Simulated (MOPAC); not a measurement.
MOPAC input (AM1):

```
AM1 FORCE THERMO(298,298) PRECISE LET CHARGE=-1 GEO-OK AUX(PRECISION=9) THREADS=1
C3H7Si

C    -2.18360379 1    0.63833911 1   -0.11967857 1
C    -1.19821630 1   -0.10509662 1    0.37496816 1
C    -0.13595617 1   -0.69874330 1   -0.46296739 1
Si    1.40495557 1    0.10715658 1    0.04463790 1
H    -2.94419111 1    1.04150845 1    0.56696049 1
H    -1.07964768 1   -0.37806465 1    1.44863719 1
H    -0.08298766 1   -1.80705172 1   -0.31366169 1
H    -0.36167274 1   -0.52535708 1   -1.54368905 1
H     2.59796155 1   -0.48756117 1   -0.58247954 1
H     1.47600040 1    1.52794935 1   -0.30324510 1
H     1.66000101 1   -0.00603863 1    1.48389456 1
```

Output:

```
 *******************************************************************************
 **                                                                           **
 **                              MOPAC v23.2.5                                **
 **                                                                           **
 *******************************************************************************
 ** MOPAC's Digital Object Identifier: https://doi.org/10.5281/zenodo.6511958 **
 **                                                                           **
 ** Please cite the open-source release paper for use of this MOPAC version:  **
 ** J. E. Moussa and J. J. P. Stewart (2026)                                  **
 ** MOPAC: An open-source semiempirical molecular orbital program             **
 ** J. Open Source Softw., 11(119), 8025, https://doi.org/10.21105/joss.08025 **
 *******************************************************************************

                              AM1 CALCULATION RESULTS

 *******************************************************************************
 *  AM1        - The AM1 Hamiltonian to be used
 *  GEO-OK     - OVERRIDE INTERATOMIC DISTANCE AND OTHER SAFETY CHECKS
 *
 *
 *
 *                 CHARGE ON SYSTEM = -1
 *
 *
 *
 *  LET        - OVERRIDE SOME SAFETY CHECKS
 *  PRECISE    - TIGHTER CRITERIA TO BE USED
 *  FORCE      - FORCE CALCULATION SPECIFIED
 *  AUX        - OUTPUT AUXILIARY INFORMATION
 *  THERMO     - THERMODYNAMIC QUANTITIES TO BE CALCULATED
 *******************************************************************************
AM1 FORCE THERMO(298,298) PRECISE LET CHARGE=-1 GEO-OK AUX(PRECISION=9) THREADS=1
 C3H7Si

   ATOM   CHEMICAL          X               Y               Z
  NUMBER   SYMBOL      (ANGSTROMS)     (ANGSTROMS)     (ANGSTROMS)

     1       C         -2.18360379  *   0.63833911  *  -0.11967857  *
     2       C         -1.19821630  *  -0.10509662  *   0.37496816  *
     3       C         -0.13595617  *  -0.69874330  *  -0.46296739  *
     4      Si          1.40495557  *   0.10715658  *   0.04463790  *
     5       H         -2.94419111  *   1.04150845  *   0.56696049  *
     6       H         -1.07964768  *  -0.37806465  *   1.44863719  *
     7       H         -0.08298766  *  -1.80705172  *  -0.31366169  *
     8       H         -0.36167274  *  -0.52535708  *  -1.54368905  *
     9       H          2.59796155  *  -0.48756117  *  -0.58247954  *
    10       H          1.47600040  *   1.52794935  *  -0.30324510  *
    11       H          1.66000101  *  -0.00603863  *   1.48389456  *

          CARTESIAN COORDINATES

    NO.       ATOM           X           Y           Z

     1         C         -2.1836      0.6383     -0.1197
     2         C         -1.1982     -0.1051      0.3750
     3         C         -0.1360     -0.6987     -0.4630
     4        Si          1.4050      0.1072      0.0446
     5         H         -2.9442      1.0415      0.5670
     6         H         -1.0796     -0.3781      1.4486
     7         H         -0.0830     -1.8071     -0.3137
[...]
 VIBRATION         23   23A           ATOM PAIR      ENERGY CONTRIBUTION    RADIAL
 FREQUENCY          2250.02         Si 4 -- H 10         +52.4% ( 71.5%)     98.9%
 TRANSITION DIPOLE   0.2475         Si 4 -- H 11         +36.3% ( 59.5%)     97.6%
 TRAVEL (Ang.)       0.2694         Si 4 -- H  9         +11.1% ( 33.0%)     90.5%
 REDUCED MASS        0.4128
 EFFECTIVE MASS      1.1587
 FORCE CONSTANT      1.2314

 VIBRATION         24   24A           ATOM PAIR      ENERGY CONTRIBUTION    RADIAL
 FREQUENCY          2989.16         C  2 -- H  6         +85.3% ( 93.7%)    100.0%
 TRANSITION DIPOLE   0.7734         C  1 -- H  5          +5.7% ( 24.3%)     94.8%
 TRAVEL (Ang.)       0.1767         C  3 -- H  8          +3.7% ( 19.5%)     97.0%
 REDUCED MASS        0.7222         C  3 -- H  7          +3.3% ( 18.5%)     98.5%
 EFFECTIVE MASS      1.3316
 FORCE CONSTANT      3.8020

 VIBRATION         25   25A           ATOM PAIR      ENERGY CONTRIBUTION    RADIAL
 FREQUENCY          3018.49         C  3 -- H  7         +67.0% ( 84.1%)     98.9%
 TRANSITION DIPOLE   0.4183         C  3 -- H  8         +24.2% ( 50.5%)     94.0%
 TRAVEL (Ang.)       0.2059         C  2 -- H  6          +4.2% ( 21.2%)    100.0%
 REDUCED MASS        0.5269         C  1 -- H  5          +2.8% ( 17.3%)     98.2%
 EFFECTIVE MASS      1.4582
 FORCE CONSTANT      2.8283

 VIBRATION         26   26A           ATOM PAIR      ENERGY CONTRIBUTION    RADIAL
 FREQUENCY          3057.10         C  1 -- H  5         +89.5% ( 95.1%)     99.0%
 TRANSITION DIPOLE   1.0543         C  2 -- H  6          +6.8% ( 26.2%)     99.8%
 TRAVEL (Ang.)       0.1688         C  3 -- H  7          +1.8% ( 13.4%)    100.0%
 REDUCED MASS        0.7739         C  1 -- C  2          +1.6% ( 12.8%)     76.3%
 EFFECTIVE MASS      1.5262
 FORCE CONSTANT      4.2613

 VIBRATION         27   27A           ATOM PAIR      ENERGY CONTRIBUTION    RADIAL
 FREQUENCY          3099.01         C  3 -- H  8         +72.9% ( 84.3%)     99.1%
 TRANSITION DIPOLE   0.1860         C  3 -- H  7         +25.0% ( 49.4%)     91.6%
 TRAVEL (Ang.)       0.1953         C  2 -- H  6          +0.7% (  8.5%)     97.1%
 REDUCED MASS        0.5704         C  3 -- Si 4          +0.5% (  6.8%)     31.5%
 EFFECTIVE MASS      1.2561
 FORCE CONSTANT      3.2277

      SYMMETRY NUMBER FOR POINT-GROUP C1  =  1

          SYSTEM IS A GROUND STATE

 C3H7Si

          MOLECULE IS NOT LINEAR

          THERE ARE 27 GENUINE VIBRATIONS IN THIS SYSTEM
          THIS THERMODYNAMICS CALCULATION IS LIMITED TO
          MOLECULES WHICH HAVE NO INTERNAL ROTATIONS

                    CALCULATED THERMODYNAMIC PROPERTIES
                                          *
   TEMP. (K)   PARTITION FUNCTION   H.O.F.    ENTHALPY  HEAT CAPACITY ENTROPY
                                   KCAL/MOL   CAL/MOLE    CAL/K/MOL  CAL/K/MOL

 298.00  VIB.     0.1905D+02                  2139.5132    15.6109    13.0356
         ROT.     0.6981D+05                   888.2803     2.9808    25.1450
         INT.     0.1329D+07                  3027.7935    18.5917    38.1806
         TRA.     0.5805D+27                  1480.4672     4.9680    38.7022
         TOT.                       52.529    4508.2607    23.5597    76.8827

   *: NOTE: HEATS OF FORMATION ARE RELATIVE TO THE
            ELEMENTS IN THEIR STANDARD STATE AT 298K
              (=  Standard Enthalpy of Formation).

            Hvib:  Zero-point energy is not included.
                   frequencies of less than zero cm-1 are not included.
            Hrot = (3/2)RT
            Htra = (3/2)RT + pV = (5/2)RT

            Heat capacity is Cp, not Cv

          For more information, see: HTTP://OpenMOPAC.net/Manual/thermochemistry.html

           FORCE CONSTANT IN CARTESIAN COORDINATES (Millidynes/A)

    ATOM   CHEMICAL       X               Y               Z
   NUMBER   SYMBOL  FORCE CONSTANT  FORCE CONSTANT  FORCE CONSTANT

      1       C       12.077575        4.441689        0.747363
      2       C       13.448410        8.343282        1.992469
      3       C        7.012096        8.193989        5.410482
      4      Si        4.206712        4.201341        4.254789
      5       H        1.904625        3.638972        0.313353
      6       H        2.197631        3.701740        0.277235
      7       H        2.475495        0.720640        3.296303
      8       H        2.294272        3.654752        0.689693
      9       H        1.390693        1.668911        0.273367
     10       H        1.195437        0.281400        1.914178
     11       H        1.012390        2.063441        0.316474

 **********************
 *                    *
 * JOB ENDED NORMALLY *
 *                    *
 **********************

 == MOPAC DONE ==
```

The dipole moment of an ion depends on the origin.
